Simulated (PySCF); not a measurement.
**Two-photon absorption: [C₇H₁₀BO₂]-, charge -1**

Cartesian coordinates in Å; atom numbers follow the order of the lines, from 1:
```xyz
20

C    -1.992   -2.321   -1.054
B    -2.020   -0.781   -0.597
C    -2.993   -0.377    0.616
C    -0.903    0.186   -1.052
O    -1.970    0.271   -1.792
C     0.278    0.893   -1.167
C     1.350    0.686   -0.284
C     2.575    1.322   -0.290
C     3.605    1.031    0.666
O     3.572    0.224    1.588
H    -1.576   -2.964   -0.258
H    -3.009   -2.701   -1.265
H    -1.380   -2.483   -1.957
H    -4.033   -0.705    0.430
H    -3.013    0.710    0.801
H    -2.676   -0.863    1.557
H     0.369    1.633   -1.974
H     1.206   -0.065    0.504
H     2.793    2.084   -1.047
H     4.541    1.644    0.513
```

Total charge -1.

The calculation used TDDFT CAM-B3LYP/aug-cc-pVDZ excited states, vertical, gas phase in PySCF 2.14.0. Geometry: PBE0-D3(BJ)/def2-SVP.

The bonding changed while the geometry was optimised; results refer to the coordinates, not to the name. For a gas-phase anion, states above the detachment energy (about 3.1 eV, taken as minus the energy of the highest occupied orbital) lie in the continuum and depend on the basis.

(1) How strongly do the lowest singlets absorb one photon, and two photons of half the energy?

## Answers

(1) δ for parallel linear polarisation; σ at the peak of a Lorentzian of half width 0.1 eV, single beam; Ω is circular over linear.
```
state  E (eV)      f  photon λ (nm)  δ (au)  σ (GM)     Ω                                main
   S1    3.94  0.824            630     416    2.36  0.67                    HOMO→LUMO+2 0.94
   S2    3.95  0.003            628     239    1.36  1.50    HOMO→LUMO 0.50, HOMO→LUMO+1 0.34
   S3    4.09  0.000            607    1.21    0.01  1.50                  HOMO−2→LUMO+2 0.80
   S4    4.41  0.002            562    54.3    0.39  1.50  HOMO→LUMO+1 0.48, HOMO→LUMO+3 0.27
   S5    4.50  0.002            551    7.81    0.06  1.50                  HOMO−1→LUMO+2 0.78
   S6    4.54  0.000            546    7.73    0.06  1.50    HOMO→LUMO+3 0.56, HOMO→LUMO 0.23
```

Among these, the strongest one-photon state is S1, the strongest two-photon state S1.
